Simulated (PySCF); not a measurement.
Electron correlation in Cu⁺ (copper, charge +1)

[Ar] 3d10, closed-shell 1S. All numbers are calculated (PySCF 2.14, no relativity, point nucleus, in def2-TZVP (6s4p4d1f, 45 functions)). Frozen: [Ar]; 10 electrons correlated.

Total MP2 correlation energy: -375.41 mhartree.

Same-spin part -139.36 and opposite-spin part -236.05 mhartree; SCS-MP2 scales them by 1/3 and 6/5 to -329.71 mhartree.

```
  level  correlation energy (mhartree)
   CCSD                        -326.85
    (T)                          -7.91
CCSD(T)                        -334.76
```

Diagnostics: T1 = 0.014, D1 = 0.0200, largest double amplitude 0.022.

Cost of the coupled-cluster step: 0.3 s of wall time on 1 thread of Neoverse-V2 (shared host), for 10 correlated electrons.
